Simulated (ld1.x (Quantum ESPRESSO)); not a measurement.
**Te, TM: configuration errors across variants**

tellurium (Te), norm-conserving Troullier–Martins (Kleinman–Bylander form), made with ld1.x (Quantum ESPRESSO) 7.5 (PBEsol, scalar-relativistic). Core [Kr] 4d10, reference 5s2 5p4. Waves: 5s (bound): rc 1.55 bohr; 5p (bound): rc 2.30 bohr; 5d channel at -0.1 Ry: rc 2.25 bohr. Local part: all-electron potential smoothed inside 1.20 bohr (lloc = -1). Core correction: none.

All-electron excitation energies from the reference (eV): (1) 5s2 5p3 9.753; (2) 5s2 5p2 27.722; (3) 5s2 5p1 54.678; (4) 5s2 5p4.3 -1.472; (5) 5s1 5p4 19.626; (6) 5s2 5p0 91.201; (7) 5s2 5p3.5 3.907.

A true bound ghost makes a file unfit for plane-wave use even where its test errors are small: the radial tests pick states by their node count and pass the ghost by.

Errors AE − PS in meV (a dash: test not solved or not reliable):

```tsv
change	(1)	(2)	(3)	(4)	(5)	(6)	(7)	bound ghosts
base	-6.2	-26	-58	+0.1	+4.0	-65	-1.8	s, p
all radii scaled by about 0.76 (s 1.18, p 1.76, d 1.72 bohr); local potential all-electron potential smoothed inside 0.92 bohr (lloc = -1)	-3.3	-13	-31	+0.3	+29	-50	-1.1	s, p, d
all radii scaled by about 0.93 (s 1.44, p 2.14, d 2.10 bohr); local potential all-electron potential smoothed inside 1.12 bohr (lloc = -1)	-5.2	-21	-47	+0.2	+4.1	-48	-1.6	s, p
all radii scaled by about 1.07 (s 1.66, p 2.46, d 2.40 bohr); local potential all-electron potential smoothed inside 1.28 bohr (lloc = -1)	-9.1	-40	-3012	0.0	-4.2	-105	-2.4	s, p
all radii scaled by about 1.16 (s 1.80, p 2.68, d 2.62 bohr); local potential all-electron potential smoothed inside 1.40 bohr (lloc = -1)	+263	+960	-6557	+4.2	+685	-161	+93	s, p
all radii scaled by about 1.21 (s 1.88, p 2.78, d 2.72 bohr); local potential all-electron potential smoothed inside 1.46 bohr (lloc = -1)	+26	+159	+392	+1.5	+175	-204	+4.1	s
all radii scaled by about 1.30 (s 2.00, p 2.98, d 2.92 bohr); local potential all-electron potential smoothed inside 1.56 bohr (lloc = -1)	+1.2	-2.7	-62	+0.7	+49	-298	0.0	s
all radii scaled by about 1.39 (s 2.16, p 3.20, d 3.14 bohr); local potential all-electron potential smoothed inside 1.66 bohr (lloc = -1)	-1.8	-22	-122	+0.6	+43	-423	-0.6	s
```

Give the same row for: all radii scaled by about 0.84 (s 1.30, p 1.92, d 1.88 bohr); local potential all-electron potential smoothed inside 1.00 bohr (lloc = -1).

-3.8, -14, -29, +0.3, +17, -12, -1.3; bound ghosts: s, p, d.
